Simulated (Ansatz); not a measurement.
Job for Ansatz (a quantum-chemistry and plane-wave program): R-B2PLYP/def2-TZVPP on SiH4 (SMILES [SiH4]).

Ansatz 0.2 input:
```yaml
crystal:
  periodic: [false, false, false]
  atoms:
    - {symbol: Si, position_ang: [0.00000000, -0.00000000, -0.00000000]}
    - {symbol: H, position_ang: [0.85467615, 0.85467615, 0.85467615]}
    - {symbol: H, position_ang: [-0.85467615, -0.85467615, 0.85467615]}
    - {symbol: H, position_ang: [-0.85467615, 0.85467615, -0.85467615]}
    - {symbol: H, position_ang: [0.85467615, -0.85467615, -0.85467615]}
basis:
  gaussian:
    orbitals: def2-TZVPP
hamiltonian:
  xc: {name: B2PLYP}
magnetization: {spin_polarized: false}
correlation: {electrons: outside_noble_gas}
scf: {lower_state_search: off}
```

Program output:

```
WARN ansatz: RAYON_NUM_THREADS=4 ignored (pool sized by the plan → 4); use --threads N
Functional definition: B2PLYP
these checks for a lower state are left out or cut short: stability, starts, cluster_reference, orbital_swaps, neighbouring_geometries, increment
integrals: 0.05 GiB planned
537 factors; integrals over basis functions are off by at most 6.5e-4 eV
mean field: 0.24 GiB planned
mean field evaluation 1: about -7937.7181 eV, gradient 6.8e0 eV
mean field evaluation 2: about -7937.7184 eV, gradient 6.7e0 eV
mean field evaluation 4: about -7937.8987 eV, gradient 7.4e-1 eV
mean field evaluation 8: about -7937.8997 eV, gradient 9.0e-4 eV
mean field -7937.89972084 eV, -291.7124342391 hartree, gradient 2.6e-6 eV, S^2 0.000000; 0 other end points of the search recorded, 0 dependent functions left out
5 core orbitals not correlated
reference -7937.89985389 eV, -291.7124391289 hartree; 4, 4 occupied and 89, 89 virtual orbitals, 537 factors
second order -4.78091587 eV of doubles, -0.00000000 eV of singles
Total energy: -7939.19070118 eV, -291.7598768916 hartree
Checks for a lower state left out: stability, starts, cluster_reference, orbital_swaps, neighbouring_geometries, increment
```

The run converged.

Cost: roughly 1.1 core-seconds.
